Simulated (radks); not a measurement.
Values are calculated unless marked as measured or tabulated.
Ir+, 76 electrons, occupied as [Xe] 4f14 5d7 6s1.

Level of theory: scalar-relativistic Kohn-Sham, PBE, spin-unpolarised, spherical densities, finite nucleus; Fermi nuclear charge, rms radius 5.4032 fm (a radial shooting solver on a logarithmic mesh with Libxc functionals).

Energy parts (hartree):
| part | energy |
|---|---|
| total | -17823.7397 |
| kinetic | 19806.8973 |
| electron-nucleus | -44197.6383 |
| Hartree | 6912.7816 |
| exchange-correlation | -345.7803 |

Orbitals (lengths in bohr, moments of r in powers of bohr; r(90%) holds 90 % of the orbital's charge):
| orbital | occ. | eigenvalue (hartree) | r(90%) |
|---|---|---|---|
| 1s | 2 | -2796.945 | 0.0318 |
| 2s | 2 | -489.5651 | 0.114 |
| 2p | 6 | -425.4739 | 0.108 |
| 3s | 2 | -114.7414 | 0.279 |
| 3p | 6 | -95.99048 | 0.286 |
| 3d | 10 | -75.31670 | 0.269 |
| 4s | 2 | -24.71677 | 0.607 |
| 4p | 6 | -18.56464 | 0.654 |
| 4d | 10 | -10.99885 | 0.715 |
| 4f | 14 | -2.59061 | 0.869 |
| 5s | 2 | -3.90441 | 1.40 |
| 5p | 6 | -2.31705 | 1.65 |
| 5d | 7 | -0.56320 | 2.61 |
| 6s | 1 | -0.49835 | 3.96 |

The highest occupied level is 6s at -13.561 eV. Summed over all electrons, <r^2> = 52.40 bohr^2, which gives a Langevin (diamagnetic) susceptibility term of -41.5 x 10^-6 cm^3/mol. The density falls to 0.001 e/bohr^3 at r = 4.09 bohr.
